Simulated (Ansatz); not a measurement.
Calculated with Ansatz (gas phase, PBE0-D4/def2-TZVP geometries, no zero-point term in ΔE). CBS: MP2 limit from def2 TZ/QZ plus the TZ coupled-cluster correction, frozen cores. This one scheme is used for every species. Functionals use def2-TZVPP. B3LYP here is the variant with VWN-RPA as its local correlation; programs differ in this. Each species was taken in one conformer, which may not be the lowest.

Consider the ligand exchange at a B–O bond: `BOCCC` + `N[SiH3]` → `BN[SiH3]` + `CCCO`.

Q: Is it downhill or uphill in electronic energy at CCSD(T)/CBS, and by how much? (An estimate is asked.)

A: The calculation gave: Uphill: ΔE = +10.9 kJ/mol.

Q: What do these levels give: PBE-D4, B3LYP-D4, ωB97M-V, B2PLYP, r2SCAN, PBE0, MP2/def2-TZVPP, CCSD/def2-TZVPP, CCSD(T)/def2-TZVPP, HF/def2-QZVPP, SCS-MP2/def2-QZVPP, CCSD/CBS(def2)? (Best estimate.)

A: Computed: PBE-D4 9.1, B3LYP-D4 12.6, ωB97M-V 11.3, B2PLYP 13.0, r2SCAN 11.7, PBE0 8.6, MP2/def2-TZVPP 10.8, CCSD/def2-TZVPP 10.8, CCSD(T)/def2-TZVPP 10.6, HF/def2-QZVPP 15.6, SCS-MP2/def2-QZVPP 12.2, CCSD/CBS(def2) 11.2 kJ/mol.

Largest T1 diagnostic among the species: 0.012.

In def2-TZVPP, CCSD(T) changes the Hartree–Fock value by −4.3 kJ/mol (the triples alone add −0.2 kJ/mol) and MP2 by −4.0 kJ/mol.
